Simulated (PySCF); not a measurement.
# Electron correlation in Mo⁺ (molybdenum, charge +1)

[Kr] 4d4 5p1, one real determinant (an excited configuration). All numbers are calculated (PySCF 2.14, a scalar-relativistic core potential, in def2-TZVPPD with the def2 core potential (28 electrons) (6s4p3d2f1g, 56 functions)). Frozen: nothing; 13 electrons correlated.

```json
{"level": "CCSD", "correlation energy (mhartree)": "-317.09"}
{"level": "(T)", "correlation energy (mhartree)": "-7.80"}
{"level": "CCSD(T)", "correlation energy (mhartree)": "-324.89"}
```

Diagnostics: T1 = 0.0100, D1 = 0.0461, largest double amplitude 0.034.

Q: Is a single reference adequate?

A: Yes, within this model without spin-orbit coupling: T1 lies below 0.03 and no double amplitude reaches 0.07.

The reference is one real determinant that mixes LS terms of this configuration.

The basis has no tight functions for the innermost shells, so their pair energies are far from complete.

This basis was not built for core-valence correlation, so the inner-shell part is incomplete.
